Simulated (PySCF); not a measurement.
# Two-photon absorption: 2-bromophenetole (SMILES O(CC)C1=CC=CC=C1Br)

Molfile (atoms numbered from 1):
```
C8H9BrO
     RDKit          3D

 19 19  0  0  0  0  0  0  0  0999 V2000
    2.3799   -0.1812   -0.8178 C   0  0  0  0  0  0  0  0  0  0  0  0
    1.7990   -0.7148    0.4751 C   0  0  0  0  0  0  0  0  0  0  0  0
    0.6170   -1.4609    0.2743 O   0  0  0  0  0  0  0  0  0  0  0  0
   -0.5490   -0.8421    0.0348 C   0  0  0  0  0  0  0  0  0  0  0  0
   -0.7492    0.5427    0.0969 C   0  0  0  0  0  0  0  0  0  0  0  0
   -2.0078    1.0908   -0.1452 C   0  0  0  0  0  0  0  0  0  0  0  0
   -3.0898    0.2735   -0.4554 C   0  0  0  0  0  0  0  0  0  0  0  0
   -2.9061   -1.1073   -0.5220 C   0  0  0  0  0  0  0  0  0  0  0  0
   -1.6528   -1.6580   -0.2814 C   0  0  0  0  0  0  0  0  0  0  0  0
   -1.4153   -3.5234   -0.3740 Br  0  0  0  0  0  0  0  0  0  0  0  0
    2.5505   -1.0063   -1.5245 H   0  0  0  0  0  0  0  0  0  0  0  0
    1.7120    0.5469   -1.3006 H   0  0  0  0  0  0  0  0  0  0  0  0
    3.3431    0.3143   -0.6240 H   0  0  0  0  0  0  0  0  0  0  0  0
    1.6244    0.0925    1.2087 H   0  0  0  0  0  0  0  0  0  0  0  0
    2.4969   -1.4243    0.9423 H   0  0  0  0  0  0  0  0  0  0  0  0
    0.0839    1.2037    0.3374 H   0  0  0  0  0  0  0  0  0  0  0  0
   -2.1351    2.1743   -0.0901 H   0  0  0  0  0  0  0  0  0  0  0  0
   -4.0754    0.7015   -0.6474 H   0  0  0  0  0  0  0  0  0  0  0  0
   -3.7378   -1.7715   -0.7633 H   0  0  0  0  0  0  0  0  0  0  0  0
  1  2  1  0
  2  3  1  0
  3  4  1  0
  4  5  2  0
  5  6  1  0
  6  7  2  0
  7  8  1  0
  8  9  2  0
  9 10  1  0
  9  4  1  0
  1 11  1  0
  1 12  1  0
  1 13  1  0
  2 14  1  0
  2 15  1  0
  5 16  1  0
  6 17  1  0
  7 18  1  0
  8 19  1  0
M  END
```

Theory: TDDFT CAM-B3LYP/aug-cc-pVDZ excited states, vertical, gas phase in PySCF 2.14.0. Geometry: PBE0-D3(BJ)/def2-SVP.

The calculation is non-relativistic, which matters for the atoms heavier than Zn.

**Question.** Give the one- and two-photon strengths of the lowest singlets.

**Answer.** δ for parallel linear polarisation; σ at the peak of a Lorentzian of half width 0.1 eV, single beam; Ω is circular over linear.
```csv
state,E (eV),f,photon λ (nm),δ (au),σ (GM),Ω,main
S1,4.99,0.055,497,26.1,0.24,1.49,"HOMO→LUMO+1 0.57, HOMO→LUMO+2 0.14"
S2,5.49,0.003,451,23.5,0.26,1.28,"HOMO→LUMO+8 0.20, HOMO→LUMO 0.15"
S3,5.66,0.070,438,49.6,0.58,1.33,"HOMO→LUMO+6 0.22, HOMO−1→LUMO+1 0.19"
S4,5.83,0.008,425,74.1,0.92,0.71,"HOMO→LUMO 0.55, HOMO→LUMO+5 0.10"
S5,6.22,0.052,399,29.1,0.41,1.11,"HOMO→LUMO+3 0.43, HOMO−1→LUMO 0.18"
S6,6.26,0.034,396,101,1.45,0.98,"HOMO→LUMO+2 0.40, HOMO−1→LUMO+2 0.14"
```

Among these, the strongest one-photon state is S3, the strongest two-photon state S6, with a dipole change of 2.7 D (relaxed, norm of the difference vector).
